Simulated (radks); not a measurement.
The nuclear charge of neutral palladium is varied continuously with 46 electrons held in [Kr] 4d10. Method: Dirac Kohn-Sham, BLYP, spin-unpolarised, spherical densities, point nucleus; computed with a radial shooting solver on a logarithmic mesh with Libxc functionals. By the Hellmann-Feynman theorem dE/dZ = E(electron-nucleus)/Z, the electronic potential at the nucleus.

Z     E (hartree)  E(electron-nucleus)/Z (hartree)   HOMO  e(HOMO) (eV)  <r> HOMO (bohr)
45.8  -4994.47914                         -264.343  4d5/2        -2.050            1.675
46    -5047.51045                         -265.970  4d5/2        -3.859            1.614
46.2  -5100.86683                         -267.594  4d5/2        -5.854            1.561
46.4  -5154.54782                         -269.216  4d5/2        -8.014            1.515
46.6  -5208.55307                         -270.836  4d5/2       -10.325            1.474
46.8  -5262.88235                         -272.456  4d5/2       -12.776            1.436
47    -5317.53547                         -274.075  4d5/2       -15.359            1.402

The central difference of E at Z = 46 is -265.969 hartree, to compare with the third column; the second derivative is -8.13 hartree.
